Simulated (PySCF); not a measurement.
Species: C₄H₆ClFSi (charge +1 and doublet state).
Numbering: `[F:1][C+:2]1[CH2:3][SiH2:4][CH2:5][C:6]1[Cl:7]` (hydrogens: H8, H9 on C3; H10, H11 on Si4; H12, H13 on C5)

Structure used (GFN2-xTB), in Å, numbered top down from 1:
```
atom  x, y, z in Å
F1     1.9997    1.5337    0.6623
C2     1.0363    0.7835    0.1817
C3     1.2457   -0.6388    0.0024
Si4   -0.5652   -1.3448    0.2822
C5    -1.2610    0.3322   -0.4153
C6    -0.2317    1.3118   -0.0362
Cl7   -0.5772    2.9373    0.2366
H8     1.4743   -0.8862   -1.0379
H9     2.0862   -0.9937    0.5968
H10   -0.8198   -2.4708   -0.6040
H11   -0.8215   -1.4626    1.7142
H12   -2.2496    0.6561   -0.0957
H13   -1.3205    0.2427   -1.5048
```

The hyperfine couplings belong to this conformer and change with its torsions.

Computed with PySCF 2.14.0, UKS B3LYP, pcH-1 on C Cl F H Si, non-relativistic, mean-field spin-orbit, GIAO. Isolated species at its GFN2-xTB geometry (one conformer only). Couplings are sensitive to structure, and on GFN2-xTB geometries they can be far from those on DFT ones, by a factor of two or more for some ions and for spin on atoms past the first row. No stability test was run, so a lower SCF solution isn't excluded.

**Question.** What is the g tensor, term by term?

**Answer.** 
```csv
Δg (ppt),1,2,3
relativistic mass correction,-0.21,-0.21,-0.21
gauge correction,0.01,0.04,0.04
orbital Zeeman/spin–orbit,-1.30,8.06,13.18
total,-1.50,7.89,13.01
```

So g = 2.00081, 2.01021, 2.01533 and g_iso = 2.00878; the tensor is rhombic: the two nearest values differ by 35 % of g3 − g1. Axes: g2 points within 5° of the F1–C2 bond.

**Question.** What are the electron Larmor frequencies g μB B/h along the three axes at 340 mT?

**Answer.** 9.5213, 9.5660, 9.5904 GHz for g1, g2 and g3, a range of 69.1 MHz.

**Question.** At 34.018 GHz, how far is the centre of the isotropic spectrum from where a free electron (g = 2.002319) resonates?

**Answer.** B = hν/(g μB) with μB/h = 13.99624 MHz/mT gives 1213.85 mT for the free electron and 1209.94 mT at g_iso, 3.91 mT lower.

**Question.** What effective moment and Curie constant follow for a powder?

**Answer.** With the mean of g² = 4.0352 and S(S+1) = 0.75: μ_eff = √(⟨g²⟩S(S+1)) = 1.740 μB and χT = 0.12505·⟨g²⟩·S(S+1) = 0.378 cm³ K/mol (cgs; spin-Hamiltonian part alone).

**Question.** In a frozen sample, at which fields do the three g values resonate at 9.5, 34, 94 and 263 GHz (hyperfine left aside), and which band first spreads them over more than twice a line width of 0.3 mT?

**Answer.** 
```
band    GHz  B(g3) mT  B(g2) mT  B(g1) mT  spread mT
   X    9.5    336.80    337.65    339.24       2.44
   Q   34.0   1205.37   1208.44   1214.12       8.74
   W   94.0   3332.50   3340.99   3356.68      24.17
   J  263.0   9323.92   9347.66   9391.55      67.64
```

The spread grows in proportion to the frequency. X band is the first where it exceeds 0.6 mT.

Largest spin populations (Mulliken): C6 (+0.32), C2 (+0.31), Cl7 (+0.17) and F1 (+0.06). Three atoms exceed +0.15.

The HOMO–LUMO gaps are 5.79 eV among the α and 3.45 eV among the β orbitals.
